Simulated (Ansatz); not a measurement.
Q: Name a neutral molecule of Cl, O, Si and H with HOMO energy (B3LYP/def2-TZVPP) between -8.10 and -7.80 eV and HOMO energy (PBE/def2-TZVPP) between -7.10 and -6.80 eV (Ansatz, PBE0-D4/def2-TZVP geometry).

A: `O[SiH2][Si](O)(Cl)Cl` (-7.94 eV, -6.86 eV); `O[Si](O)(Cl)[SiH2]Cl` (-8.00 eV, -6.95 eV); `O[SiH](Cl)[SiH](Cl)Cl` (-7.93 eV, -6.88 eV); `O[SiH](Cl)[Si](O)(Cl)Cl` (-8.08 eV, -7.02 eV); `O[Si](O)(Cl)[SiH](Cl)Cl` (-8.04 eV, -6.97 eV). Other molecules can fit too; these were computed, each in one conformer that needn't be the lowest.

B3LYP here is the variant with VWN-RPA as its local correlation; programs differ in this.
